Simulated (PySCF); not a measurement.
C4H13PSi2.
SMILES with atom numbers: `[CH2:1]=[CH:2][CH2:3][Si@@H:4]([CH3:5])[PH:6][SiH3:7]` (hydrogens: H8, H9 on C1; H10 on C2; H11, H12 on C3; H13 on Si4; H14, H15, H16 on C5; H17 on P6; H18, H19, H20 on Si7)

Method: PBE0-D3(BJ)/def2-SVP geometry optimisation, gas phase in PySCF; density fitting, grid level 1; the optimiser is geomeTRIC in internal coordinates, started from a GFN2-xTB structure with every atom displaced at random (about 0.01 Å).

Step 0: E = -29378.1371 eV
```
atom  x, y, z in Å  |  force x, y, z in eV/Å
C1      2.0577   -1.3609   -1.0667    0.040   0.973   0.846
C2      2.1011   -0.4804   -0.0694   -0.072  -0.283   0.290
C3      1.2163   -0.5195    1.1283    0.795   0.590   0.134
Si4    -0.1647    0.7430    0.9409   -0.559   0.166   0.384
C5      0.4435    2.5259    0.9561   -0.057  -0.522   1.104
P6     -1.0888    0.3795   -1.0833    1.092  -0.288  -0.484
Si7    -2.2263   -1.5058   -0.7555   -0.519   0.863   0.248
H8      1.3676   -2.1616   -1.0593   -0.908  -1.158   0.033
H9      2.6649   -1.2455   -1.9205    0.932   0.102  -1.215
H10     2.8040    0.3465   -0.0990    0.274   0.303  -0.186
H11     1.8043   -0.2824    2.0383   -0.186   0.030  -0.065
H12     0.8230   -1.5155    1.2672   -0.499  -0.651   0.112
H13    -1.1621    0.5594    2.0637    0.145   0.014  -0.150
H14     1.0560    2.7290    0.1071    0.762   0.206  -1.028
H15    -0.3800    3.2310    0.9417   -0.541   0.276  -0.038
H16     1.0339    2.7497    1.8646   -0.065  -0.134  -0.089
H17    -2.1607    1.2266   -0.8841   -0.947   0.651   0.199
H18    -3.2404   -1.5806   -1.8173   -0.286  -0.104  -0.364
H19    -2.9204   -1.5712    0.5436   -0.201  -0.048   0.399
H20    -1.3225   -2.6135   -0.8393    0.801  -0.984  -0.129
```

Step 1: E = -29378.3539 eV
```
atom  x, y, z in Å  |  force x, y, z in eV/Å
C1      2.1451   -1.3565   -1.0728   -0.075  -0.207  -0.284
C2      2.1322   -0.4763   -0.0715    0.025   0.195   0.027
C3      1.1959   -0.5041    1.0879   -0.139  -0.218   0.019
Si4    -0.2238    0.7505    0.9074    0.264   0.023   0.024
C5      0.4731    2.4923    0.9772   -0.087   0.168  -0.255
P6     -1.1592    0.4534   -1.1371   -0.169   0.136   0.023
Si7    -2.2597   -1.4657   -0.7067    0.031  -0.191  -0.068
H8      1.4585   -2.2170   -1.0854    0.148   0.130   0.002
H9      2.8152   -1.2396   -1.9348   -0.084  -0.038   0.181
H10     2.8219    0.3780   -0.1178   -0.019  -0.038   0.007
H11     1.7176   -0.2635    2.0299   -0.006   0.039   0.037
H12     0.7604   -1.5120    1.2169    0.005   0.069  -0.028
H13    -1.1920    0.5402    2.0296   -0.043  -0.002   0.008
H14     1.1336    2.6984    0.1141   -0.099  -0.092   0.135
H15    -0.3451    3.2299    0.9510    0.039   0.023   0.012
H16     1.0470    2.6559    1.8995    0.039  -0.014   0.099
H17    -2.3088    1.2914   -0.8893    0.205  -0.155   0.024
H18    -3.2627   -1.6749   -1.7955   -0.012   0.001   0.019
H19    -2.9650   -1.5249    0.6127    0.024   0.046   0.002
H20    -1.2779   -2.6017   -0.7579   -0.049   0.125   0.017
```

Problem. Estimate the geometry and energy of step 2. (The exact step hangs on the optimiser's Hessian estimate; all steps are aligned on step 1, rigid shifts and turns removed.)

Solution. E = -29378.3679 eV, largest force 0.095 eV/Å
```
atom  x, y, z in Å  |  force x, y, z in eV/Å
C1      2.1258   -1.3673   -1.0845    0.021  -0.032  -0.019
C2      2.1113   -0.4881   -0.0790   -0.002   0.010   0.007
C3      1.1724   -0.5135    1.0805   -0.034  -0.070   0.003
Si4    -0.2217    0.7652    0.9058    0.089   0.019   0.028
C5      0.4681    2.5119    0.9782   -0.046   0.047  -0.035
P6     -1.1574    0.4681   -1.1369   -0.033   0.051  -0.029
Si7    -2.2289   -1.4682   -0.7066    0.007  -0.064  -0.027
H8      1.4489   -2.2286   -1.1109    0.004   0.031   0.032
H9      2.8193   -1.2597   -1.9224   -0.009   0.014   0.007
H10     2.8125    0.3557   -0.1147   -0.005  -0.001  -0.008
H11     1.6927   -0.2830    2.0271    0.015  -0.004  -0.007
H12     0.7195   -1.5127    1.1999   -0.020   0.026  -0.015
H13    -1.2001    0.5542    2.0218   -0.014   0.009  -0.007
H14     1.1327    2.7062    0.1220    0.007  -0.027   0.017
H15    -0.3434    3.2561    0.9480    0.012  -0.012   0.004
H16     1.0389    2.6702    1.9071   -0.004  -0.009   0.004
H17    -2.3025    1.2839   -0.8598    0.016  -0.026   0.021
H18    -3.2484   -1.6926   -1.7764   -0.004  -0.002   0.013
H19    -2.9065   -1.5271    0.6265    0.004   0.019   0.006
H20    -1.2268   -2.5771   -0.7685   -0.005   0.021   0.005
```

The energy changes by -0.0140 eV. The first-order estimate −F·Δx gives -0.0234 eV and the mean of the old and new forces, exact on a quadratic surface, -0.0142 eV. The step makes an angle of 79° with the force vector and moves no atom by more than 0.060 Å.

The cost below is that of the whole optimisation. The run took 6.9 min wall on Intel Xeon at 2.50 GHz, one thread, shared host with 64 logical CPUs at a one-minute load of 63, and the process peaked at 0.76 GiB of memory.
